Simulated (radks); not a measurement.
Question: Tm2+, configuration [Kr] 4d10 4f13 5s2 5p4 5f2 (not the ground configuration). Calculated with a radial shooting solver on a logarithmic mesh with Libxc functionals: non-relativistic Kohn-Sham, TASK exchange with Perdew-Wang LDA correlation, spin-polarised, spherical densities, point nucleus; open shells are filled with parallel spins first (spin-orbit coupling, left out, can overturn this in heavy ions); meta-GGA in the generalised Kohn-Sham scheme; relativity is left out, which matters for an element this heavy. Some entries of the table are withheld. Estimate them.

orbital  occ.  eigenvalue (eV)  <r> (bohr)
1s up       1        -55184.32     0.02198
1s down     1        -55184.10     0.02198
2s up       1        -8979.659     0.09321
2s down     1        -8979.537     0.09321
2p up       3        -8576.119     0.07894
2p down     3        -8575.909     0.07894
3s up       1        -2034.973      0.2385
3s down     1        -2034.118      0.2384
3p up       3        -1851.547      0.2283
3p down     3        -1850.717      0.2283
3d up       5        -1508.941      0.2013
3d down     5        -1508.289      0.2012
4s up       1        -420.0858      0.5378
4s down     1        -418.7198      0.5378
4p up       3        -345.3847      0.5485
4p down     3        -343.9676      0.5484
4d up       5              (1)      0.5760
4d down     5              (2)      0.5754
5s up       1         -80.0749       1.299
5s down     1         -76.6404       1.301
5p up       3         -58.6346       1.422
5p down     1         -55.2060       1.429
4f up       7         -40.4419      0.7331
4f down     6         -38.3268      0.7251
5f up       2              (3)         (4)

Answer: 
(1) 4d up eigenvalue (eV): -210.3943
(2) 4d down eigenvalue (eV): -208.8410
(3) 5f up eigenvalue (eV): -6.6597
(4) 5f up <r> (bohr): 5.186
